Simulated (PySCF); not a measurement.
Trifluorosilane, F₃HSi.
Cartesian coordinates in Å at the PBE0-D3(BJ)/def2-TZVP level; atoms count from 1:
```
atom  x, y, z in Å
F1    -0.3633    1.3350   -0.7087
Si2   -0.0042   -0.0048    0.0323
F3    -0.7336   -1.1834   -0.7103
F4     1.5476   -0.2338   -0.0850
H5    -0.4120    0.0531    1.4343
```

The closed-shell ground state was solved at several levels (PySCF, density fitting, gas phase, non-relativistic). Geometry: PBE0-D3(BJ)/def2-TZVP; no solvent, vibrations or thermal averaging.

```json
{"level": "wB97X-D/aug-cc-pVTZ", "basis functions": "211", "total energy (Eh)": "-589.8687", "HOMO (eV)": "-13.21", "LUMO (eV)": "1.03", "gap (eV)": "14.24", "dipole (D)": "1.37"}
{"level": "CAM-B3LYP/aug-cc-pVTZ", "basis functions": "211", "total energy (Eh)": "-589.9073", "HOMO (eV)": "-12.79", "LUMO (eV)": "0.43", "gap (eV)": "13.22", "dipole (D)": "1.42"}
{"level": "B97-2/pcSseg-2", "basis functions": "165", "total energy (Eh)": "-589.8991", "HOMO (eV)": "-11.01", "LUMO (eV)": "0.89", "gap (eV)": "11.90", "dipole (D)": "1.39"}
{"level": "wB97X-D/pcSseg-2", "basis functions": "165", "total energy (Eh)": "-589.8924", "HOMO (eV)": "-13.24", "LUMO (eV)": "2.66", "gap (eV)": "15.90", "dipole (D)": "1.41"}
{"level": "KT3/pcSseg-2", "basis functions": "165", "total energy (Eh)": "-595.7443", "HOMO (eV)": "-9.80", "LUMO (eV)": "-0.09", "gap (eV)": "9.71", "dipole (D)": "1.32"}
```

Question: What might PBE0/pcSseg-2 (165 basis functions) give for the same quantities?

Answer: Total energy -589.5711 Eh, HOMO -11.28 eV, LUMO 0.85 eV, gap 12.13 eV, dipole 1.41 D.

Question: Over all these levels, which gives the widest orbital gap and which the narrowest?

Answer: wB97X-D/pcSseg-2 (range-separated hybrid) has the widest, 15.90 eV, and KT3/pcSseg-2 (GGA) the narrowest, 9.71 eV. The two share the basis. From the narrowest to the widest the HOMO moves by -3.44 eV and the LUMO by +2.75 eV.

Question: In the pcSseg-2 basis, how does the gap go with the fixed share of exact exchange?

Answer: KT3 (0 %) 9.71 eV; B97-2 (21 %) 11.90 eV; PBE0 (25 %) 12.13 eV. Each rise in the share widens the gap here.

Question: How far do the dipole and the HOMO energy spread over the levels?

Answer: The dipole runs from 1.32 to 1.42 D (mean 1.38 D) and the HOMO from -13.24 to -9.80 eV.

wB97X-D is run here without its empirical dispersion term; that term would change no orbital, density or response property at a fixed geometry.
